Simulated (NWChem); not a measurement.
Program: NWChem. System: ClSi (+1), charge 1, spin multiplicity 1, at a geometry optimised with PBE/def2-SVP. The structure started from a generated list of species. Level: real-time TD-B3LYP/6-31G* (spherical d), VWN1-RPA local correlation.

Output (cleaned and shortened):

```
             Northwest Computational Chemistry Package (NWChem) 7.3.0
             --------------------------------------------------------

                                NWChem Input Module
                                -------------------

 Scaling coordinates for geometry "system" by  1.889725989
 (inverse scale =  0.529177249)

                              Geometry "system" -> ""
                              -----------------------

 Output coordinates in angstroms (scale by  1.889725989 to convert to a.u.)

  No.       Tag          Charge          X              Y              Z
 ---- ---------------- ---------- -------------- -------------- --------------
    1 Si                  14.0000     0.00000000     0.00000000     1.09341700
    2 Cl                  17.0000     0.00000000     0.00000000    -0.90046100

 Effective nuclear repulsion energy (a.u.)      63.1654420491

            Nuclear Dipole moment (a.u.)
            ----------------------------
        X                 Y               Z
 ---------------- ---------------- ----------------
     0.0000000000     0.0000000000     0.0000018897


 Summary of "ao basis" -> "" (spherical)
 ------------------------------------------------------------------------------
       Tag                 Description            Shells   Functions and Types
 ---------------- ------------------------------  ------  ---------------------
 *                           6-31g*                   on all atoms

                                 NWChem DFT Module
                                 -----------------

 Summary of "ao basis" -> "ao basis" (spherical)
 ------------------------------------------------------------------------------
       Tag                 Description            Shells   Functions and Types
 ---------------- ------------------------------  ------  ---------------------
 Si                          6-31g*                  8       18   4s3p1d
 Cl                          6-31g*                  8       18   4s3p1d

 Summary of "ao basis" -> "ao basis" (spherical)
 ------------------------------------------------------------------------------
       Tag                 Description            Shells   Functions and Types
 ---------------- ------------------------------  ------  ---------------------
 Si                          6-31g*                  8       18   4s3p1d
 Cl                          6-31g*                  8       18   4s3p1d
[...]
         5        2.00       -7.49401901E+00
         6        2.00       -7.49401901E+00
         7        2.00       -5.65171094E+00
         8        2.00       -4.01057858E+00
         9        2.00       -4.01057858E+00
        10        2.00       -4.00580913E+00
        11        2.00       -1.11244478E+00
        12        2.00       -7.61128495E-01
        13        2.00       -6.12242331E-01
        14        2.00       -6.12242331E-01
        15        2.00       -5.91691334E-01
        16        0.00       -3.67174760E-01
        17        0.00       -3.67174760E-01
        18        0.00       -2.30661626E-01
        19        0.00       -7.85325616E-02
        20        0.00        5.01737079E-03
        21        0.00        1.22702386E-02
        22        0.00        1.22702386E-02
        23        0.00        1.58889911E-01
        24        0.00        2.00769996E-01
        25        0.00        2.00769996E-01
        26        0.00        2.71084459E-01
        27        0.00        2.71084489E-01
        28        0.00        2.78238642E-01
        29        0.00        2.78238642E-01
        30        0.00        3.32233672E-01
        31        0.00        4.41971052E-01
        32        0.00        5.93672212E-01
        33        0.00        5.93672218E-01
        34        0.00        6.92527661E-01
        35        0.00        6.92527661E-01
        36        0.00        1.01956405E+00

  int2e_file: Failed to allocate cache ... halving

kick      0.00000        ### Propagation started ###
kick      0.00000        ### Checks passed ###
kick      0.00000   0.000000000000E+000   0.000000000000E+000   1.000000000000E-004     # Applied E-field [system] (alpha spin)
kick      0.00000   0.000000000000E+000   0.000000000000E+000   1.000000000000E-004     # Applied E-field [system] (beta spin)
kick      0.00000   6.316544204908E+001     # Enuc
kick      0.00000  -1.153288665521E+003     # Ecore
kick      0.00000   3.896190639667E+002     # Ecoul
kick      0.00000  -4.887675293967E+001     # Exc(1)
kick      0.00000   0.000000000000E+000     # Exc(2)
kick      0.00000  -7.493809124445E+002     # Etot
kick      0.00000  -2.273736754432E-013     # Eadded
kick      0.00000  -3.668508791808E-012  -3.748404270830E-012   1.473216129369E+000     # Dipole moment [system]
kick      0.00000        ### Saved restart file ###
kick      0.00000   2.913099561574E-008     # Magnus interpol (matrix 1 of 1)
kick      0.00000                     2     # Magnus total interpolations
kick      0.20000   0.000000000000E+000   0.000000000000E+000   0.000000000000E+000     # Applied E-field [system] (alpha spin)
kick      0.20000   0.000000000000E+000   0.000000000000E+000   0.000000000000E+000     # Applied E-field [system] (beta spin)
kick      0.20000   6.316544204908E+001     # Enuc
kick      0.20000  -1.153288661991E+003     # Ecore
kick      0.20000   3.896190602321E+002     # Ecoul
kick      0.20000  -4.887675273430E+001     # Exc(1)
kick      0.20000   0.000000000000E+000     # Exc(2)
kick      0.20000  -7.493809124439E+002     # Etot
kick      0.20000   5.271658665151E-010     # Eadded
kick      0.20000  -3.668324896245E-012  -3.749315593883E-012   1.473227310511E+000     # Dipole moment [system]
kick      0.20000   2.898824158493E-008     # Magnus interpol (matrix 1 of 1)
kick      0.20000                     2     # Magnus total interpolations
kick      0.40000   0.000000000000E+000   0.000000000000E+000   0.000000000000E+000     # Applied E-field [system] (alpha spin)
kick      0.40000   0.000000000000E+000   0.000000000000E+000   0.000000000000E+000     # Applied E-field [system] (beta spin)
kick      0.40000   6.316544204908E+001     # Enuc
...
kick     28.20000   6.316544204908E+001     # Enuc
kick     28.20000  -1.153288574140E+003     # Ecore
kick     28.20000   3.896189671003E+002     # Ecoul
kick     28.20000  -4.887674745711E+001     # Exc(1)
kick     28.20000   0.000000000000E+000     # Exc(2)
kick     28.20000  -7.493809124478E+002     # Etot
kick     28.20000  -3.338982423884E-009     # Eadded
kick     28.20000  -3.673089995995E-012  -3.736534952579E-012   1.473117606996E+000     # Dipole moment [system]
kick     28.20000   5.251621360003E-011     # Magnus interpol (matrix 1 of 1)
kick     28.20000                     2     # Magnus total interpolations
kick     28.40000   0.000000000000E+000   0.000000000000E+000   0.000000000000E+000     # Applied E-field [system] (alpha spin)
kick     28.40000   0.000000000000E+000   0.000000000000E+000   0.000000000000E+0
```

Task: Write an NWChem input that would produce this output.

Result: One answer among several that fit: 
```
start mol
memory heap 200 mb stack 900 mb global 1100 mb
charge 1
geometry "system" units angstroms nocenter noautoz noautosym
  Si     0.000000     0.000000     1.093417
  Cl     0.000000     0.000000    -0.900461
end
set geometry "system"
basis spherical
  * library 6-31g*
end
dft
  xc b3lyp
  semidirect memsize 60000000 filesize 0
  iterations 100
  convergence energy 1e-10 density 1e-9 gradient 1e-8
  tolerances tight
end
task dft energy
rt_tddft
  tmax 150.0
  dt 0.2
  tag "kick"
  print dipole
  field "kick"
    type delta
    polarization z
    max 0.0001
  end
  excite "system" with "kick"
end
task dft rt_tddft
```
